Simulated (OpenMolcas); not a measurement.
**neutral silicon: effect of the active space**

```yaml
Program: OpenMolcas
Method: SS-CASPT2 or its RAS form, IPEA 0.25 Eh, imaginary shift 0.1 Eh
Basis: ANO-R2
Scalar_Hamiltonian: X2C, finite nucleus
Spin-orbit_coupling: RASSI with atomic mean-field integrals over the reference wave functions, term energies averaged over their components
```

A. 2 electrons in 3 orbitals (3p); 2S+1 = 3 even, 3 roots; 2S+1 = 1 even, 6 roots; closed shells correlated: 2s 2p 3s; CASPT2 step about 0.7 core-seconds
B. 4 electrons in 4 orbitals (3s 3p); 2S+1 = 3 even, 3 roots; 2S+1 = 1 even, 6 roots; 2S+1 = 5 odd, 1 root; 2S+1 = 3 odd, 8 roots; closed shells correlated: 2s 2p; CASPT2 step roughly 1.6 core-seconds
C. 4 electrons in 8 orbitals (3s 3p 4s 4p); 2S+1 = 3 even, 3 roots; 2S+1 = 1 even, 6 roots; 2S+1 = 5 odd, 1 root; 2S+1 = 3 odd, 8 roots; closed shells correlated: 2s 2p; CASPT2 step about 5 core-seconds
D. 4 electrons in 9 orbitals (RAS2 3s 3p; RAS3 3d, at most 2 electrons); 2S+1 = 3 even, 3 roots; 2S+1 = 1 even, 6 roots; 2S+1 = 5 odd, 1 root; 2S+1 = 3 odd, 8 roots; 2S+1 = 1 odd, 5 roots; closed shells correlated: 2s 2p; CASPT2 step about 10 core-seconds

Energies in cm⁻¹ above 3s² 3p² ³P₀, the measured ground level; measured values from NIST Handbook of Basic Atomic Spectroscopic Data.

```csv
Level,A,B,C,D,Measured
3s² 3p² ³P₀,0.0,0.0,0.0,0.0,0.0
3s² 3p² ³P₁,67.1,66.5,62.1,67.0,77.1
3s² 3p² ³P₂,196,194,181,196,223
3s² 3p² ¹D₂,6650,6230,6760,6900,6299
3s² 3p² ¹S₀,16370,14930,15520,16690,15394
```

Deviations, from unrounded energies. A percentage is the sum of absolute deviations over the sum of measured energies, with the sign that they share, or ± where signs differ.

| Against measurement | Levels | A | B | C | D |
| --- | --- | --- | --- | --- | --- |
| mean absolute deviation (cm-1) | 4 | 340 | 140 | 160 | 480 |
| fine structure of the ground term (%) | 2 | -12.4 | -13.4 | -18.9 | -12.6 |
| other terms of the ground configuration (%) | 2 | +6.1 | -2.5 | +2.7 | +8.8 |

B lies closest to measurement on these levels and D furthest from it. The largest miss of B in the table is 3s² 3p² ¹S₀, by -470 cm-1. The ranking rests on the paired levels alone, and a cruder setting can come out closer through cancelling errors.

The two smallest mean deviations differ by little beside CASPT2's spread within terms, so their order carries little weight.

Among A to D the level of the table that moves most is 3s² 3p² ¹S₀, by 1800 cm-1 (lowest in B, highest in D). Moves below CASPT2's spread within the term are not significant.

CASPT2 breaks the degeneracy within a term, and the mean is taken; among the terms shown or strongly mixed into the levels shown the widest spread is 100 cm-1 (3s² 3p² ¹D, A). Over all roots computed the reference weight is 0.87 to 0.97 in B, 0.87 to 0.97 in C; the roots of lowest weight are the least certain, and an intruder state may touch them. With the s shell closed, the reference lacks s² → p² mixing (holds for A). Active for correlation alone: 4p 4s; no level in the range computed is led by a configuration that fills them, so any true level of that kind is missing (holds for C). The run also gave levels led by 3s² 3p 3d, which use shells meant for correlation; these and all levels above them are left out (holds for D). Computed and measured levels are paired by configuration, term and J; levels that our copy of the source lacks, or whose pairing is in doubt (as where it misses far off the trend of its configuration), stay unpaired and out of the deviations. Only configurations of the active space appear. The table leaves out levels that lie high or whose names do not pair safely across all columns.
